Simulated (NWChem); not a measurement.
CaCl$_{2}$; SMILES [Cl][Ca][Cl]

```xyz
3

Ca     0.0000     0.0000     0.2001
Cl     2.4166     0.0000    -0.1707
Cl    -2.4166     0.0000    -0.1707
```
Atoms are numbered in this order, from 1.

Level: PBE0/def2-SVP (NWChem); excitation at 532 nm, off resonance, unscaled harmonic frequencies. Coordinates come from a PBE0/def2-SVP optimisation.

Question: Give the Raman lines with relative activities.

Answer: 
| wavenumber (cm⁻¹) | relative intensity |
|---|---|
| 41 | 0.7 |
| 301 | 100 |
